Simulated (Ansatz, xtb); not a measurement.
# Ranking isomers of BGe2H9Si

4 gas-phase structures of BGe2H9Si, from a drawn sample of its isomers (lower ones may exist). Each was relaxed with GFN2-xTB; where two conformers were screened, the lower at r2SCAN-D4/def2-SVP is listed:

A. `[BH2][Ge@@H]([SiH3])[GeH3]`, a singlet
B. `B[SiH2][GeH2][GeH3]`, a singlet
C. `B[SiH]([GeH3])[GeH3]`, a singlet
D. `[BH2][GeH2][SiH2][GeH3]`, a singlet

Problem. Which do you expect lowest at r2SCAN-D4/def2-SVP, and how would the others follow?

Solution. Calculated order at r2SCAN-D4/def2-SVP: A (0.000), B (0.132), D (0.202), C (0.306) eV.

Energies above the lowest of each column, in eV; the last columns are at PBE-D3(BJ)/def2-SVP geometries:

```csv
structure,GFN2-xTB,HF/STO-3G,r2SCAN-D4/def2-SVP,PBE-D3(BJ)/def2-SVP,CCSD(T)/def2-SVP + ΔMP2/def2-TZVPP
A,0.000,0.000,0.000,0.000,0.000
B,0.216,0.201,0.132,0.074,0.165
D,0.256,0.087,0.202,0.140,0.214
C,0.562,0.264,0.306,0.128,0.253
```

Every level run on A puts it lowest or level with the lowest. Flexible structures stand in one conformer each, not always the lowest. D keeps a small imaginary mode. ΔMP2 is the change of the MP2 energy from the smaller to the larger basis.

Over these structures GFN2-xTB departs from r2SCAN-D4/def2-SVP by 0.079 eV on average once a common shift is removed. A GFN2-xTB relaxation took about 0.33 s and the r2SCAN-D4/def2-SVP energy about 5.6 s on a shared host (Ansatz 0.2.0, xtb 6.7.1).
